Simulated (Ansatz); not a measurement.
The lowest singlet and triplet of C2H4 (SMILES C=C); geometries from B3LYP-D3(BJ)/def2-TZVP, each state relaxed from the structure named, with no frequency check.
Singlet (charge 0, multiplicity 1):
| atom | x (Å) | y (Å) | z (Å) |
|---|---|---|---|
| C | -0.6620 | -0.0050 | -0.0185 |
| C | 0.6620 | 0.0050 | 0.0185 |
| H | -1.2392 | 0.9118 | -0.0078 |
| H | -1.2238 | -0.9303 | -0.0610 |
| H | 1.2392 | -0.9118 | 0.0078 |
| H | 1.2238 | 0.9303 | 0.0610 |

A positive gap puts the triplet lower; no zero-point energy. R- takes a restricted singlet. The triplet is unrestricted in single-reference levels. Active spaces average the two states.

Frozen-core correlation.

The values were computed with Ansatz (a program for electronic structure) with Gaussian orbitals. Each number belongs to the level named beside it.

R-PBE/def2-TZVPP gives -105.27 kcal/mol for the gap E(singlet) − E(triplet), vertical, at the singlet's geometry.

Problem. How do the other levels lie against it? Give each less PBE: R-r2SCAN/def2-TZVPP, R-PBE0/def2-TZVPP, R-wB97M-V/def2-TZVPP, R-B2PLYP/def2-TZVPP, R-MP2/cc-pVTZ, R-CCSD(T)/cc-pVTZ, SC-NEVPT2 on SA-CASSCF(2,2)/cc-pVTZ, FIC-MRCISD+Q on SA-CASSCF(2,2)/cc-pVTZ.

Solution. R-r2SCAN/def2-TZVPP 7.94; R-PBE0/def2-TZVPP 4.98; R-wB97M-V/def2-TZVPP -1.76; R-B2PLYP/def2-TZVPP -0.12; R-MP2/cc-pVTZ -3.51; R-CCSD(T)/cc-pVTZ -1.86; SC-NEVPT2 on SA-CASSCF(2,2)/cc-pVTZ -5.04; FIC-MRCISD+Q on SA-CASSCF(2,2)/cc-pVTZ -0.67 kcal/mol. 2 of 8 lie above PBE; the widest gap is to R-r2SCAN/def2-TZVPP.
